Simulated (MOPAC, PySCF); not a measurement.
C₃H₄Se, SMILES `C=C=C[SeH]` (C–C–Se–H torsion 0°), neutral singlet in the gas phase. 

Cartesian coordinates (Å):
SMILES: [SeH]C=C=C
```xyz
8

C     -1.5325     0.3864     0.0582
C     -0.3942    -0.2235    -0.1079
C      0.7476    -0.8152    -0.2666
Se     2.4741    -0.0548     0.1222
H     -1.9791     0.9770    -0.7348
H     -2.0786     0.3205     0.9934
H      0.8229    -1.8266    -0.6464
H      1.9400     1.2363     0.5820
```
Charge 0, multiplicity 1.

All levels are single points at this geometry (B3LYP-D3(BJ)/def2-TZVP); Pople sets use spherical d functions. Orbital energies aren't observables, and empty levels follow the basis.

```json
[
 {"level": "PBE-D3(BJ)/def2-TZVP in PySCF", "HOMO (eV)": "-5.27", "LUMO (eV)": "-1.60", "gap (eV)": "3.66", "dipole (D)": "0.80", "vertical IE, Delta-SCF (eV)": "–"},
 {"level": "ωB97X-D3(BJ)/def2-TZVP in PySCF", "HOMO (eV)": "-8.63", "LUMO (eV)": "1.46", "gap (eV)": "10.09", "dipole (D)": "0.97", "vertical IE, Delta-SCF (eV)": "–"},
 {"level": "B3LYP/6-31G* in PySCF", "HOMO (eV)": "-5.91", "LUMO (eV)": "-0.55", "gap (eV)": "5.36", "dipole (D)": "1.02", "vertical IE, Delta-SCF (eV)": "8.23"},
 {"level": "BP86/6-31G* in PySCF", "HOMO (eV)": "-5.15", "LUMO (eV)": "-1.41", "gap (eV)": "3.74", "dipole (D)": "1.00", "vertical IE, Delta-SCF (eV)": "–"},
 {"level": "M06-2X/6-31G* in PySCF", "HOMO (eV)": "-7.30", "LUMO (eV)": "0.50", "gap (eV)": "7.80", "dipole (D)": "1.13", "vertical IE, Delta-SCF (eV)": "–"},
 {"level": "PBE/6-31G* in PySCF", "HOMO (eV)": "-5.04", "LUMO (eV)": "-1.31", "gap (eV)": "3.74", "dipole (D)": "1.00", "vertical IE, Delta-SCF (eV)": "8.09"},
 {"level": "HF/3-21G in PySCF", "HOMO (eV)": "-8.57", "LUMO (eV)": "3.57", "gap (eV)": "12.14", "dipole (D)": "1.14", "vertical IE, Delta-SCF (eV)": "–"},
 {"level": "HF/STO-3G in PySCF", "HOMO (eV)": "-6.70", "LUMO (eV)": "7.35", "gap (eV)": "14.06", "dipole (D)": "1.16", "vertical IE, Delta-SCF (eV)": "–"},
 {"level": "PM3 in MOPAC", "HOMO (eV)": "-9.12", "LUMO (eV)": "-0.95", "gap (eV)": "8.17", "dipole (D)": "1.86", "vertical IE, Delta-SCF (eV)": "–"}
]
```
